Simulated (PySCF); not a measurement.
```xyz
6
charge 0 multiplicity 1, angstrom
W     0.0000   -0.0343    0.0000
O     0.0000   -1.7161    0.0000
F     1.7961    0.4497    0.0000
F    -1.7961    0.4497    0.0000
F     0.0000    0.4497   -1.7961
F     0.0000    0.4497    1.7961
```

Level of theory: B3LYP in PySCF with W def2-TZVP with ECP60, O def2-TZVP, F def2-TZVP; scalar-relativistic core potentials, no spin–orbit coupling; density-fitted integrals.

This geometry of WOF₄ is a stationary point at this level.

Q: What is the point group?

A: C4v.

Q: Is it a minimum?

A: Yes: all harmonic wavenumbers are real.

Q: Which band is strongest in the infrared?

A: 692 cm⁻¹ (e), 456 km/mol.

Q: Give the atomic charges and bond orders.

A: 
```tsv
atom	Mulliken	Löwdin	polar tensor	Mayer order to W1
W1	1.78	1.01	3.24	–
O2	-0.40	-0.21	-0.62	2.14
F3,4,5,6	-0.34	-0.20	-0.66	1.00
```

Other isomers or separated fragments may lie lower. No spin–orbit coupling is included, which matters more the heavier the element.
